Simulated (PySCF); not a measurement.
Computed structure and properties of [YbH2]+

System: [YbH2]+ (singlet in the valence; each metal's 4f electrons, 13 of them, lie in its core potential, out of spins and levels); start: template (C2v). Method: PySCF 2.14.0, RKS PBE0, Yb lcecp-1-SVP with ECP59, H def2-SVP; non-relativistic Hamiltonian with scalar-relativistic core potentials where named; density fitting; no spin-orbit coupling.

Input of the relaxation:

```python
mol = gto.M(atom='''
Yb     0.00000     0.00000    -0.01000
H      1.95100    -0.00000     0.86310
H     -1.95100     0.00000     0.86310''',
    basis={'Yb': 'lcecp-1-SVP', 'H': 'def2-SVP'},
    ecp={'Yb': 'lcecp-1-SVP'},
    charge=1, spin=0)
mf = dft.RKS(mol, xc='PBE0')
mf.grids.atom_grid = (50, 194)  # f atoms: unpruned, at least (60, 302)
mf = mf.density_fit()  # fitting sets: Yb AutoAux, H def2-universal-JKFIT
mf.conv_tol = 1e-08; mf.max_cycle = 55
mf.kernel(dm0)  # dm0: converged density of the start geometry
# quasi-Newton relaxation in Cartesian coordinates to a largest gradient under 0.00045 Eh/bohr, steps kept in the point group
```

Run from Python with OMP_NUM_THREADS=2; the lines above give its settings. Where DIIS fails, smearing, a level shift and second-order steps follow.
It took 3.8 s on 2 threads of Arm Neoverse V1, on a shared host, from the converged density of the start.

Course of the relaxation:

```csv
step,energy above end (eV),largest force component within the symmetry (eV/Å)
0,0.7192,1.706
1,0.3777,1.320
2,0.0512,0.516
3,0.0036,0.089
4,0.0000,0.007
5,0.0000,0.002
```

Relaxed geometry (C2v):

```xyz
3

Yb    0.0000    0.0000   -0.1913
H     1.4807    0.0000    0.9538
H    -1.4807    0.0000    0.9538
```

```
   contact      Å
Yb1–H2 (H)  1.872
Yb1–H3 (H)  1.872
```

On the finer grid (75, 302):

The HOMO is -12.94 eV. The LUMO is -8.02 eV, the dipole about the centre of mass is 4.29 D and the set of Mulliken populations of Yb1 outside the core potential is s 2.74, p 6.17, d 0.91, f 0.01. The D3(BJ) dispersion energy (not in the energies) is -0.019 eV.

```csv
atom,Mulliken (e),Löwdin (e),spin (e)
Yb1,1.18,1.23,0.00
H2,-0.09,-0.11,0.00
H3,-0.09,-0.11,0.00
```

The 4f levels lie in the core potential and are missing. Their spin isn't counted.

On the grid (50, 194), as all that follows. Harmonic modes: a minimum; lowest 572 cm⁻¹ (negative: unstable), highest 1711 cm⁻¹, zero-point energy 0.246 eV.

Taking off one H (charge -1, singlet; the rest: singlet) in vacuum, both parts rigid, costs 16.15 eV; the small basis without counterpoise inflates it. Most of it is the attraction of opposite charges; other ways to part are cheaper, and one spin state was tried for the rest.

Rigid scan of H along the line from its metal:

(distance to H2 (Å), energy (eV)): (1.57, 0.677), (1.67, 0.267), (1.77, 0.059), (1.87, 0.000), (1.97, 0.048), (2.07, 0.171), (2.27, 0.557), (2.57, 1.275), (2.97, 2.197), (3.47, 3.109)

One start shape was tried, so this needn't be the lowest isomer.

An lcecp potential fixes the number of 4f electrons, so in runs with it no electron can move into or out of that shell.
